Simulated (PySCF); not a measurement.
Input of a run (PBE0-D3(BJ)/def2-SVP geometry optimisation, gas phase (PySCF 2.14.0)), started from GFN2-xTB:
```
{"job": {"xc": "PBE0", "basis": "def2-SVP", "d3": "d3bj", "grid": 1, "shake": 0.01, "kind": "geom"}, "charge": 0, "multiplicity": 1}
C      2.861550     1.396430     0.142850
C      2.260210     0.399500    -0.142730
C      1.544360    -0.788490    -0.469960
N      0.420940    -1.073500    -0.134200
Si    -0.858110    -0.299940     0.752400
C     -2.275470    -0.074290    -0.483210
H      3.362940     2.305550     0.377580
H      2.150600    -1.498390    -1.063180
H     -0.552350     1.008790     1.405740
H     -1.178330    -1.293650     1.795920
H     -3.185450     0.229470     0.039620
H     -2.034030     0.671820    -1.224940
H     -2.511040    -1.000180    -1.006200
```

Output (energies in Eh, forces in Eh/bohr):
```
step   0  E = -500.18110215  max force = 0.089305
step   1  E = -500.18843980  max force = 0.023719
step   2  E = -500.18911777  max force = 0.006334
step   3  E = -500.18905909  max force = 0.004491
step   4  E = -500.18921028  max force = 0.001953
step   5  E = -500.18922174  max force = 0.002616
step   6  E = -500.18924586  max force = 0.000280
step   7  E = -500.18924953  max force = 0.000310
optimisation converged
```

Summarise the run.

The energy falls by 5.1 kcal/mol over 8 energy and gradient evaluations, the largest force component goes from 0.0893 to 3.1e-04 Eh/bohr, and the atoms move by 0.093 Å rms after alignment. The bond that changes most is C3=N4 (C=N carbon to C=N nitrogen), which lengthens by 0.061 Å. Bonds longer at the end by more than 0.005 Å: 10 of 12; shorter: 1. Among the angles that change most is C3–N4–Si5, from 136.2° to 130.3°. The energy rose by more than 1e-6 Eh at step 3. The first step brought 90 % of the lowering.

What are the final bond lengths?

C1≡C2 1.214 Å, C2–C3 1.442 Å, C3=N4 1.268 Å, N4–Si5 1.759 Å, Si5–C6 1.871 Å, C1–H7 1.075 Å, C3–H8 1.108 Å, Si5–H9 1.500 Å, Si5–H10 1.493 Å, C6–H11 1.101 Å, C6–H12 1.101 Å, C6–H13 1.100 Å. Numbering counts from 1 in the input's order; the species is `C#C/C=N\[SiH2]C`.

The run used 123 basis functions and 58 SCF cycles in all.

Not checked by PBE0-D3(BJ)/def2-SVP frequencies. The numbers are those of one conformer.

Conformer computed: `[CH:1]#[C:2]/[CH:3]=[N:4]\[SiH2:5][CH3:6]`: C3–N4–Si5–C6 119°.
